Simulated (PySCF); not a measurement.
## Ne⁺ (neon, charge +1) across methods

[He] 2s2 2p4 3d1, one real determinant (an excited configuration). All numbers are calculated (PySCF 2.14, the non-relativistic Hamiltonian (point nucleus), in aug-cc-pVTZ with one added diffuse shell each of s, p, d, f type (6s5p4d3f, 62 functions)).

| method | E (hartree) | mean ε 2p α (eV) | mean ε 2p β (eV) | mean ε 3d α (eV) | Σ⟨r²⟩ (bohr²) | ⟨S²⟩ |
| --- | --- | --- | --- | --- | --- | --- |
| PBEsol | -126.4172 | -47.874 | -43.438 | -3.092 | 17.26 | 3.751 |
| LDA | -126.0877 | -48.028 | -43.360 | -2.949 | 17.13 | 3.751 |
| PBE0 | -126.7700 | -51.510 | -46.995 | -3.686 | 17.24 | 3.752 |
| B97-3 | -126.8354 | -51.659 | -47.203 | -3.756 | 17.30 | 3.752 |
| BHandHLYP | -126.8467 | -54.927 | -50.206 | -3.994 | 17.18 | 3.752 |
| TPSS | -126.8843 | -48.322 | -44.514 | -3.202 | 17.31 | 3.752 |
| PBE | -126.7610 | -47.969 | -43.800 | -3.252 | 17.27 | 3.751 |
| r2SCAN | -126.8203 | -49.293 | -44.719 | -3.103 | 17.32 | 3.752 |
| UHF | -126.53969 | -61.257 | -55.360 | -4.712 | 17.23 | 3.754 |

⟨L²⟩ = 8.00 against 12 for a pure F term, so this real determinant mixes terms. The outer electron is Rydberg-like, and this basis confines it to a smaller radius and binds it less than a complete one would.
